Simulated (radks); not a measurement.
Excited configurations of La2+: one electron is placed in a higher orbital outside [Xe]. The ground configuration is [Xe] 5d1. Calculated with a radial shooting solver on a logarithmic mesh with Libxc functionals: Dirac Kohn-Sham, PBE, spin-unpolarised, spherical densities, point nucleus; open shells fill j = l - 1/2 first. Excitation = E - E(ground); binding = E(ion) - E, where the ion is the core of charge +3; n* = 3/sqrt(2 binding) in atomic units, and the quantum defect is n - n*.

| outer orbital | excitation (eV) | binding (eV) | n* | quantum defect | <r> (bohr) |
|---|---|---|---|---|---|
| 4f5/2 | -0.319 | 19.402 | 2.512 | 1.488 | 1.319 |
| 5f5/2 | 11.189 | 7.894 | 3.938 | 1.062 | 5.754 |
| 6s1/2 | 1.586 | 17.498 | 2.645 | 3.355 | 3.680 |
| 6p1/2 | 5.039 | 14.045 | 2.953 | 3.047 | 4.268 |
| 6d3/2 | 9.869 | 9.215 | 3.645 | 2.355 | 5.949 |
| 6f5/2 | 13.798 | 5.286 | 4.813 | 1.187 | 9.862 |
| 7s1/2 | 9.795 | 9.289 | 3.631 | 3.369 | 6.835 |
| 7p1/2 | 11.141 | 7.943 | 3.926 | 3.074 | 7.701 |
| 7d3/2 | 13.322 | 5.762 | 4.610 | 2.390 | 10.04 |
| 7f5/2 | 15.362 | 3.722 | 5.736 | 1.264 | 14.97 |

The Delta-SCF ionisation energy is 19.084 eV (NIST Atomic Spectra Database: 19.177 eV, measured). Self-interaction in the functional shifts the binding energies and quantum defects, so they are the method's values and not measured ones. Spin polarisation and multiplet splitting are left out, so open shells lie too high by an amount that depends on their filling. A negative excitation energy means that this level of theory puts the configuration below the NIST ground configuration.

Beside tabulated values, note that spin-unpolarised runs miss the spin-polarisation part of the exchange energy of open shells.
